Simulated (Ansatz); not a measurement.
Relaxation of CH$_{8}$BNOSi (13 atoms, charge 0, multiplicity 1), to a largest force component of 0.015 eV/Å in at most 40 steps.

All numbers below come from Ansatz 0.2.0, RKS PBE0/def2-SVP.

```xyz
13
Properties=species:S:1:pos:R:3
C -1.873 -0.386 -0.519
B -0.392 -0.733 -0.695
N 0.451 -0.995 0.514
Si 1.821 0.284 0.587
O 1.028 1.793 0.892
H -2.003 0.616 0.050
H -2.429 -1.151 0.007
H -2.339 -0.177 -1.538
H 0.077 -0.809 -1.737
H -0.103 -0.878 1.407
H 2.684 -0.044 1.690
H 2.498 0.330 -0.668
H 0.601 2.115 0.024
```

Task: Where does it end, and by what steps?

Result: It converged. After 19 steps the energy has fallen by 1.175 eV; H8 moved furthest, 1.50 Å.

```
step  energy less start (eV)  largest force component (eV/Å)  accepted
   0                  0.0000                           3.683       yes
   1                 -0.6578                           1.471       yes
   2                 -0.8653                           0.843       yes
   3                 -0.9859                           0.611       yes
   4                 -1.0703                           0.308       yes
   5                 -1.1135                           0.319       yes
   6                 -1.1217                           0.263       yes
   7                 -1.1401                           0.307       yes
   8                 -1.1550                           0.311       yes
   9                 -1.1671                           0.122       yes
  10                 -1.1677                           0.104       yes
  11                 -1.1708                           0.050       yes
  12                 -1.1707                           0.199        no
  13                 -1.1719                           0.053       yes
  14                 -1.1733                           0.069       yes
  15                 -1.1738                           0.059       yes
  16                 -1.1743                           0.069       yes
  17                 -1.1747                           0.036       yes
  18                 -1.1749                           0.022       yes
  19                 -1.1750                           0.008       yes
```

```xyz
13
Properties=species:S:1:pos:R:3
C -2.141 -0.766 -0.591
B -0.641 -0.302 -0.661
N 0.190 -0.207 0.476
Si 1.865 0.307 0.519
O 2.064 1.809 1.205
H -2.798 0.017 -1.008
H -2.502 -1.016 0.419
H -2.291 -1.647 -1.240
H -0.148 -0.003 -1.732
H -0.234 -0.451 1.369
H 2.633 -0.598 1.413
H 2.348 0.268 -0.889
H 1.677 2.554 0.736
```

The run took 120 s on 2 threads of Arm Neoverse N1, with other jobs on the host, peak memory 0.26 GiB.
